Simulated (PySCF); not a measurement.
SMILES CCc1ccc(s1)C(F)(F)F, singlet at its GFN2-xTB optimised geometry (Å):

```
18

C     -2.2708    -2.4323    -1.3886
C     -1.5731    -2.3135    -0.0320
C     -0.6498    -1.1451     0.0000
C      0.7125    -1.1451     0.0000
C      1.2732     0.1473     0.0000
C      0.3189     1.1208    -0.0022
C      0.5358     2.5886    -0.0108
F      1.8375     2.9004     0.0821
F      0.0849     3.1821    -1.1341
F     -0.0802     3.2197     1.0067
S     -1.2808     0.4675    -0.0053
H     -2.9290    -3.2969    -1.3969
H     -2.8625    -1.5420    -1.5877
H     -1.5372    -2.5455    -2.1832
H     -0.9983    -3.2197     0.1681
H     -2.3282    -2.2062     0.7501
H      1.3026    -2.0434     0.0034
H      2.3282     0.3530     0.0025
```

Method: PySCF with PBE0/def2-SVP. Cells within 0.4 Å of a nucleus heavier than hydrogen are left out (blank, or x).

Map of the HOMO amplitude (bohr^(-3/2)) on the plane z = 0.8 Å; orbital energy -7.14 eV, overall sign arbitrary:

```
|444444444444444444444444444|
|444444444444444444444444444|
|444444444445555444444444444|
|444444444455555544444444444|
|444444444455565544444444444|
|4444444444556x4444444444444|
|4444444444443x3444444444444|
|444444444444445554444444444|
|444444444455556655444444444|
|444444444555678765554444444|
|444444444556799865555444444|
|444444444455689876555444444|
|444444444444567876555444444|
|444444444333455676555444444|
|444444444332233455555444444|
|444444444320011234444444444|
|444455554420001134444444444|
|444455555532122234444444444|
|444455577653333344444444444|
|444455567654444444444444444|
|444455556555444444444444444|
|444455555555544444444444444|
|444445555555544444444444444|
|444444555555444444444444444|
|444444444444444444444444444|
|444444444444444444444444444|
|444444444444444444444444444|
```
Scale: ten equal steps from -0.122 (start of '0') to 0.127 (end of '9'), in the order '0123456789'; x runs from -5.50 to 5.50, y from -5.50 (bottom) to 5.50 (top).
